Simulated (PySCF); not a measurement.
**KSi⁺: energy against distance**

Set-up: basis K aug-pcseg-1, Si aug-pcseg-1; no relativity; PySCF 2.14. Energies in eV from K⁺ + Si in their ground configurations at the same level. State: ³Π (triplet), unpaired electrons σ ↑, π ↑.

```csv
R (Å),PBE0,UHF-MP2,r²SCAN
3.155,-0.1985,-0.1286,-0.1751
3.301,-0.2634,-0.2159,-0.2447
3.448,-0.2969,-0.2662,-0.2819
3.558,-0.3078,-0.2870,-0.2952
3.668,-0.3102,-0.2971,-0.2995
3.778,-0.3064,-0.2994,-0.2975
3.925,-0.2949,-0.2939,-0.2878
4.108,-0.2741,-0.2782,-0.2691
4.328,-0.2451,-0.2527,-0.2418
4.622,-0.2057,-0.2151,-0.2039
```

Q: Put a parabola through the three lowest points of the PBE0 curve and estimate Re, k and ωe (reduced mass 16.28 u; 1 eV/Å² = 0.16022 mdyn/Å; ωe = 1302.8·√(k/μ) cm⁻¹).

A: Through R = 3.558, 3.668, 3.778 Å the second-order coefficient is 0.256 eV/Å², so Re ≈ 3.656 Å, k ≈ 0.0821 mdyn/Å and ωe ≈ 93 cm⁻¹. A polynomial fit of higher order to the unrounded PBE0 energies gives Re = 3.650 Å, k = 0.0855 mdyn/Å, ωe = 94.4 cm⁻¹; anharmonicity and rounding make the difference.

The higher-order fit for each curve: PBE0: Re = 3.650 Å, ωe = 94.4 cm⁻¹, De = 0.310 eV; UHF-MP2: Re = 3.762 Å, ωe = 90.4 cm⁻¹, De = 0.299 eV; r²SCAN: Re = 3.682 Å, ωe = 92.0 cm⁻¹, De = 0.300 eV.

Correlated steps freeze 10 core orbitals. The bond is weak. Basis-set superposition, not corrected here, can be much of De in a small basis, most of all at correlated wavefunction levels. For an ion De counts to the pair picked by the measured ionisation energies or electron affinities, which need not be the lowest pair at this level. The state is the lowest determinant that a PBE0 search found; another state may lie lower at other levels.
